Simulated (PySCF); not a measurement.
## Ir⁶¹⁺: ionisation energy

Ir⁶¹⁺ [Ne] 3s2 3p4 [3p1/2^2 3p3/2^2, M_J = 2] → Ir⁶²⁺ [Ne] 3s2 3p3 [3p1/2^2 3p3/2^1, M_J = 3/2], as a difference of total energies. Computed with PySCF 2.14 in an even-tempered Gaussian basis (18 s from 19 bohr⁻², ratio 2.4; 14 p from 25 bohr⁻², ratio 2.4; 4 d from 88 bohr⁻², ratio 2.6; 4 f from 130 bohr⁻², ratio 2.6), with the two-component X2C-1e Hamiltonian. Correlated levels: 1s2 frozen; the 48 highest virtual spinors dropped. "Screened" scales the spin-orbit matrix elements by Boettger's factors to mimic the two-electron term; Breit and QED terms are absent.

```tsv
method	ionisation energy (eV)
GHF (spin-free)	6690.4
GMP2 (spin-free)	6691.8
GHF (screened spin-orbit)	6584.2
GMP2 (screened spin-orbit)	6584.7
```

Breit and QED terms and the two-electron picture change are absent.

The spin-free rows relax to the high-spin LS determinant and lack the spin-orbit shift.

The labels give the starting determinants; with spin-orbit coupling the two ends relaxed to ⟨J²⟩ = 6.00, ⟨L²⟩ = 3.31, ⟨S²⟩ = 1.41 and ⟨J²⟩ = 3.75, ⟨L²⟩ = 2.61, ⟨S²⟩ = 1.49.

For comparison: 6580 ± 12 eV (theoretical estimate listed by NIST; NIST Atomic Spectra Database, ionization energies).
